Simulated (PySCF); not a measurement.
Identify the unknown among the candidates.

All candidates are C4H8F2O2Si.

* Rotational structure: rotational constants A, B, C: 2.103, 1.157, 0.957 GHz [PBE0-D3(BJ)/def2-SVP]
* UV, first state: lowest singlet excitation: 7.17 eV (173 nm, f = 0.002) [TDDFT CAM-B3LYP/def2-SVPD]
* NMR, other nuclei: isotropic shieldings of nuclei other than C and H, by class: 268 (2 O), 416 (2 F), 366 (1 Si) ppm [GIAO KT3/pcSseg-1]
* 1H NMR: chemical shifts (computed TMS as zero) by class: 5.16 (1 H), 5.10 (1 H), 4.91 (2 H), 4.66 (2 H), 4.12 (2 H) ppm [GIAO KT3/pcSseg-1]
* Valence photoelectron: vertical ionisation energy: 10.50 eV [ΔSCF CAM-B3LYP/def2-SVPD]
* Triplet: lowest triplet excitation (Tamm–Dancoff): 6.76 eV [TDA CAM-B3LYP/def2-SVPD]
* 13C NMR: chemical shifts (computed TMS as zero) by class: 84.3 (2 C), 76.4 (2 C) ppm [GIAO KT3/pcSseg-1]

Electronic properties: PySCF, gas phase, density fitting. Levels stand in brackets. Geometry: PBE0-D3(BJ)/def2-SVP, one conformer, isolated molecule. NMR values are class means; diastereotopic atoms form classes of their own.

Question: Which candidate is it?
A. `FC(F)[C@H]1CCO[SiH2]O1`
B. `FC[C@@H]1O[SiH2]O[C@@H]1CF`
C. `FC[C@@H]1O[SiH2]O[C@H]1CF`
D. `O=C(O[SiH3])C(CF)CF`

Answer: B. It is `FC[C@@H]1O[SiH2]O[C@@H]1CF`. Numbering: `[F:1][CH2:2][C@@H:3]1[O:4][SiH2:5][O:6][C@@H:7]1[CH2:8][F:9]`. Its formula, C4H8F2O2Si, gives 1 degree of unsaturation: 1 ring and 0 π bonds in the structure found. 4 carbons fall into 2 classes; from least to most shielded: sp3 C–F carbon [C2/C8] (84.3 ppm, 2 C), ring sp3 carbon bound to oxygen [C3/C7] (76.4 ppm, 2 C, up to 3.8 ppm apart in this geometry). Hydrogen classes from least to most shielded: 1 H on an oxygen-bound silicon, Si5 (5.16 ppm), 1 H on an oxygen-bound silicon, Si5 (5.10 ppm), 2 H on 2 sp3 C–F carbons, C2/C8 (4.91 ppm), 2 H on 2 sp3 C–F carbons, C2/C8 (4.66 ppm), 2 H on 2 like atoms (sp3 carbon bound to oxygen), C3/C7 (4.12 ppm). The other shieldings belong to: 268 ppm, silyl ether oxygen [O4/O6]; 416 ppm, alkyl fluorine [F1/F9]; 366 ppm, oxygen-bound silicon [Si5]. The first electron is taken from the HOMO, whose largest Löwdin shares are 0.39 on a silyl ether oxygen. The optimised geometry has point group C1 and is an asymmetric top.

The others, at the same levels:
- `O=C(O[SiH3])C(CF)CF` fails: it has 3 carbon classes against 2; its computed 13C shifts are 164.1 (1 C), 78.9 (2 C), 48.1 (1 C) ppm, 1H shifts are 4.86 (2 H), 4.83 (2 H), 4.74 (3 H), 2.44 (1 H) ppm and lowest singlet excitation is 5.87 eV (211 nm, f = 0.001) (against 7.17 eV).
- `FC[C@@H]1O[SiH2]O[C@H]1CF` fails: its computed 1H shifts are 5.09 (2 H), 4.44 (2 H), 4.38 (2 H), 4.12 (2 H) ppm, rotational constant A is 1.833 GHz (against 2.103 GHz) and smallest rotational constant is 0.903 GHz (against 0.957 GHz).
- `FC(F)[C@H]1CCO[SiH2]O1` fails: it has 4 carbon classes against 2; its computed 13C shifts are 118.7 (1 C), 73.1 (1 C), 65.0 (1 C), 31.7 (1 C) ppm, 1H shifts are 6.10 (1 H), 5.22 (1 H), 4.81 (1 H), 4.67 (1 H), 3.97 (1 H), 3.89 (1 H), 2.29 (1 H), 1.77 (1 H) ppm and vertical ionisation energy is 10.24 eV (against 10.50 eV).

Each candidate is one conformer, not necessarily the lowest. The conformers computed, where there is a choice (atom-mapped SMILES and torsion angles):
- `[O:1]=[C:2]([O:3][SiH3:4])[CH:5]([CH2:6][F:7])[CH2:8][F:9]`: O1–C2–O3–Si4 -1°, O1–C2–C5–C6 7°, C2–C5–C6–F7 -175°, C2–C5–C8–F9 -59°

The conformers of `FC[C@@H]1O[SiH2]O[C@@H]1CF`, `FC[C@@H]1O[SiH2]O[C@H]1CF` and `FC(F)[C@H]1CCO[SiH2]O1` aren't listed.
